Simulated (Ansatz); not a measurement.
Molecule: CBrClF, net charge 0, doublet state. It need not be the lowest isomer of its formula. 
Structure (B3LYP-D3(BJ)/def2-TZVP (Ansatz, a quantum-chemistry and plane-wave program) minimum search):
SMILES: F[C](Cl)Br
```xyz
4

F     -0.7414     1.5885    -0.5581
C     -0.5663     0.4987     0.1785
Cl    -1.8772    -0.6112     0.0672
Br     1.1995    -0.1971     0.0803
```
Charge 0, spin multiplicity 2.

Computed values are from Ansatz. Correlated levels leave the core frozen unless marked. Open shells are spin-unrestricted. Spin-orbit coupling is left out. Frozen are the shells of the preceding noble gas and the d and f shells that filled before the atom's block. Non-relativistic. Basis-set limits of correlation are two-point, X^-3; Hartree-Fock from the larger set. The bracket is a focal-point correction in the basis named.

Question: What is the T1 diagnostic at CCSD/def2-TZVPP?

Answer: 0.016.

Question: What is the total energy at RI-MP2/CBS(def2-TZVPP,def2-QZVPP)+[CCSD(T)-MP2]/def2-TZVPP?

Answer: -3170.2150 Eh.

Question: What is the dipole moment at CCSD(T)/def2-SVPD?

Answer: 0.52 D.

Question: What is the atomisation energy De at RI-MP2/CBS(def2-TZVPP,def2-QZVPP)+[CCSD(T)-MP2]/def2-TZVPP?

Answer: 260.4 kcal/mol.
